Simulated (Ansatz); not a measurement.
Reaction (atomization): `[CH3][Sn]([CH3])([CH3])[F]` → 3 C• + F• + 9 H• + Sn•

Program: Ansatz. Geometries: PBE0-D4/def2-TZVP. ΔE: electronic, gas phase. CCSD(T)/CBS adds triple-zeta CCSD(T) − MP2 to the extrapolated MP2 energy (def2 sets, frozen cores). This one scheme is used for every species, atoms too. For atomizations the MP2-based limit and the directly extrapolated one differ by several kJ/mol either way, and by 10 to 25 for some Ge, Se and Sn compounds, so smaller differences from it don't rank the levels. Functionals use def2-TZVPP. B3LYP here is the variant with VWN-RPA as its local correlation; programs differ in this. HSE06 is defined as in plane-wave codes. No spin–orbit coupling; open shells (•) take unrestricted orbitals. Spin–orbit coupling would lower the free atoms: a little for C, F; strongly for Sn. def2 core potentials past Kr. For Sn outer-core shells are correlated without core-valence functions, so the limit isn't a true one: a few kJ/mol of doubt a bond, and 10 to 20 or more in all where bonds break to atoms.

| level | ΔE (kcal/mol) | difference from CCSD(T)/CBS |
| --- | --- | --- |
| LDA (SPW92) | 1362.4 | 147.0 |
| PBE-D4 | 1221.7 | 6.3 |
| revPBE-D4 | 1194.7 | -20.7 |
| BLYP-D4 | 1200.0 | -15.4 |
| B97M-V | 1212.2 | -3.2 |
| PBE0-D4 | 1206.4 | -9.0 |
| B3LYP-D4 | 1205.6 | -9.8 |
| r2SCANh-D4 | 1203.0 | -12.4 |
| r2SCAN0-D4 | 1194.9 | -20.5 |
| BHLYP-D4 | 1178.6 | -36.8 |
| CAM-B3LYP-D4 | 1212.1 | -3.3 |
| ωB97X-V | 1211.4 | -4.0 |
| ωB97M-V | 1208.8 | -6.6 |
| B2PLYP | 1194.9 | -20.5 |
| PBE-QIDH | 1200.8 | -14.6 |
| PBE | 1215.5 | 0.1 |
| r2SCAN | 1207.1 | -8.3 |
| PBE0 | 1201.1 | -14.3 |
| B3LYP | 1195.7 | -19.7 |
| r2SCANh | 1201.3 | -14.1 |
| r2SCAN0 | 1193.0 | -22.4 |
| HSE06 | 1201.9 | -13.5 |
| BHLYP | 1170.6 | -44.8 |
| CAM-B3LYP | 1206.6 | -8.8 |
| LC-ωPBE | 1204.5 | -10.9 |
| HF/def2-SVP | 903.1 | -312.3 |
| MP2/def2-SVP | 1152.0 | -63.4 |
| CCSD/def2-SVP | 1135.7 | -79.7 |
| CCSD(T)/def2-SVP | 1145.0 | -70.4 |
| HF/def2-TZVPP | 902.3 | -313.1 |
| MP2/def2-TZVPP | 1193.5 | -21.9 |
| SCS-MP2/def2-TZVPP | 1190.3 | -25.1 |
| CCSD/def2-TZVPP | 1170.8 | -44.6 |
| CCSD(T)/def2-TZVPP | 1185.8 | -29.6 |
| HF/def2-QZVPP | 904.3 | -311.1 |
| MP2/def2-QZVPP | 1211.2 | -4.2 |
| SCS-MP2/def2-QZVPP | 1210.0 | -5.4 |
| HF/CBS(def2) | 904.7 | -310.7 |
| MP2/CBS(def2) | 1223.1 | 7.7 |
| CCSD/CBS(def2) | 1200.4 | -15.0 |
| CCSD(T)/CBS | 1215.4 | 0 |

Largest T1 diagnostic among the species: 0.011.

From BLYP to BHLYP (50 % exact exchange), in def2-TZVPP and without D4, ΔE moves by −16.3 kcal/mol: exact exchange takes away binding that semilocal exchange gives to molecules. At CCSD(T), def2-SVP lies −70.4 kcal/mol from the extrapolated value and def2-TZVPP −29.6 kcal/mol: correlation converges slowly with the basis, and small sets miss more of it in the bonded molecule than in its fragments.
